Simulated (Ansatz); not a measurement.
`C=C[SiH](O)[GeH2][OH]` and `C=C[SiH](O)[SiH](O)O` differ in one atom or group.

Ansatz, PBE0-D4/def2-TZVP geometries, multiplicity 1. Each molecule was computed in one conformer, which needn't be the lowest.

Scalar relativity is left out up to krypton.

```
                                        property  `C=C[SiH](O)[GeH2][OH]`
             HOMO energy (B3LYP/def2-TZVPP) / eV                    -7.64
            HOMO–LUMO gap (PBE0/def2-TZVPP) / eV                     7.01
size of the dipole moment (B3LYP/def2-TZVPP) / D                     2.08
         HOMO–LUMO gap (ωB97M-V/def2-TZVPP) / eV                    10.96
              LUMO energy (PBE0/def2-TZVPP) / eV                    -0.82
               LUMO energy (PBE/def2-TZVPP) / eV                    -1.76
```

Q: Give the same properties after the change, and the shifts. (An estimate is asked.)

A: Computed: 
| property | `C=C[SiH](O)[SiH](O)O` | shift |
| --- | --- | --- |
| HOMO energy (B3LYP/def2-TZVPP) / eV | -7.46 | 0.18 |
| HOMO–LUMO gap (PBE0/def2-TZVPP) / eV | 6.83 | -0.18 |
| size of the dipole moment (B3LYP/def2-TZVPP) / D | 1.56 | -0.52 |
| HOMO–LUMO gap (ωB97M-V/def2-TZVPP) / eV | 10.79 | -0.17 |
| LUMO energy (PBE0/def2-TZVPP) / eV | -0.82 | 0.00 |
| LUMO energy (PBE/def2-TZVPP) / eV | -1.76 | 0.00 |

Dipoles are sizes alone; their direction can turn.

B3LYP here is the variant with VWN-RPA as its local correlation; programs differ in this.
